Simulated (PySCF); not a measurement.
C2H6Cl4Si2.
Numbering: `[CH3:1][Si:2]([Cl:3])([Cl:4])[Si:5]([CH3:6])([Cl:7])[Cl:8]` (hydrogens: H9, H10, H11 on C1; H12, H13, H14 on C6)

Structure used (PBE0-D3(BJ)/def2-SVP), in Å, numbered top down from 1:
```
atom  x, y, z in Å
C1     0.724    2.031    0.946
Si2   -0.131    1.161   -0.455
Cl3    0.167    2.220   -2.201
Cl4   -2.169    1.059   -0.069
Si5    0.583   -1.036   -0.785
C6    -0.072   -2.244    0.466
Cl7    2.657   -0.995   -0.683
Cl8    0.017   -1.633   -2.678
H9     0.528    1.510    1.895
H10    1.809    2.041    0.764
H11    0.365    3.068    1.031
H12    0.306   -1.996    1.470
H13   -1.172   -2.200    0.479
H14    0.242   -3.267    0.212
```

Level of theory: TDDFT PBE0/def2-SVPD, vertical, gas phase, core orbitals frozen in the response (PySCF 2.14.0, density-fitted response routines).

Ground-to-excited transition dipoles (e·a0, same axes as the geometry; the sign carries no meaning), for the states with f of 0.002 or more among the lowest 8:

```tsv
state	E (eV)	μx	μy	μz
S1	6.088	-0.035	0.060	-0.450
S2	6.217	0.546	-0.138	-0.059
S3	7.174	0.024	-0.045	0.291
S4	7.190	-0.088	0.791	0.108
S5	7.297	0.320	-0.558	-0.095
S7	7.361	0.222	0.392	0.030
S8	7.395	-0.020	0.029	-0.222
```

(1) Work out the oscillator strengths.

(2) Label these states by symmetry in C2.

(3) Which bond between heavy atoms lies closest to the direction of the S4 transition dipole?

(4) What angle do the transition dipoles of S3 and S4 make?

(5) How is the summed strength of these states shared among x, y and z?

(6) What peak molar absorption coefficient would the strongest computed level give as a lone Gaussian band 0.3 eV wide at half height?

## Answers

(1) f = (2/3) ΔE |μ|² with ΔE in hartree (27.2114 eV).

| state | \|μ\|² (au) | \|μ\| (D) | f |
| --- | --- | --- | --- |
| S1 | 0.207 | 1.16 | 0.031 |
| S2 | 0.321 | 1.44 | 0.049 |
| S3 | 0.087 | 0.75 | 0.015 |
| S4 | 0.645 | 2.04 | 0.114 |
| S5 | 0.423 | 1.65 | 0.076 |
| S7 | 0.204 | 1.15 | 0.037 |
| S8 | 0.050 | 0.57 | 0.009 |

(2) Polarised along the twofold axis, so A: S1, S3 and S8. Polarised across the twofold axis, so B: S2, S4, S5 and S7.

(3) Si2–Si5, at 12° from it; next C1–Si2 and Si5–C6 at 59°.

(4) |cos θ| = |μa·μb| / (|μa| |μb|) = 0.03, so θ ≈ 89° (taken between 0 and 90°, since the signs are arbitrary).

(5) (2/3) Σ ΔE μα² gives 0.074 for x, 0.198 for y and 0.058 for z, 0.330 in all.

(6) ε(max) = 2.175×10⁸ f / FWHM, with the width in cm⁻¹. S4: 2.175×10⁸ × 0.1137 / 2420 ≈ 10000 L mol⁻¹ cm⁻¹.

All these states lie below the vertical ionisation energy of 9.72 eV (ΔSCF).

Hardware: one thread, Arm Neoverse V1 (shared host). Cost: 90 s wall.

One conformer stands for the species.
